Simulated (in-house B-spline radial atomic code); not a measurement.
Ionising As II (As+) with different functionals

Computed with a radial B-spline atomic code at the basis-set limit: four-component Dirac-Coulomb Hamiltonian, Fermi nucleus of rms radius 4.0968 fm, spin-restricted, spherical fractional occupations for the functionals. The ionisation energy is the difference of two self-consistent energies, [Ar] 3d10 4s2 4p2 → [Ar] 3d10 4s2 4p1, without Breit or QED terms; ε is the level of the shell that loses the electron (mean over j). The electron is taken from both j subshells in proportion to 2j + 1, so the result is a j average, not the step between ground levels.

Hybrids are left out here: with spherical fractional occupations of an open shell their exact exchange keeps a self-interaction that integer-occupation calculations don't have.

```
           method  rung  ΔSCF (eV)  -ε(4p) (eV)
         LDA VWN5   LDA      18.16        13.54
 relativistic LDA   LDA      18.16        13.54
         LDA PW92   LDA      18.16        13.54
LDA exchange-only   LDA          ?            ?
              PBE   GGA      17.92        13.34
           PBEsol   GGA      17.95        13.36
             BLYP   GGA      17.86        13.24
             RPBE   GGA      17.85        13.29
             PW91   GGA      18.00        13.41
             BP86   GGA          ?            ?
             AM05   GGA      17.91        13.32
             OLYP   GGA      17.73        13.17
```

What does LDA exchange-only give?

ΔSCF 16.93 eV, and -ε(4p) = 12.35 eV.

What does BP86 give?

ΔSCF 18.08 eV, and -ε(4p) = 13.48 eV.

How do they compare with the NIST value?

NIST lists 18.589 eV ± 0.001 (measured, ground level to ground level). Errors run from -1.66 to -0.43 eV; LDA VWN5 is closest (-0.43 eV), but part of that can be cancellation, since the calculations leave out Breit-QED terms, spin polarisation, the choice among j levels, multiplet and fine-structure energies.
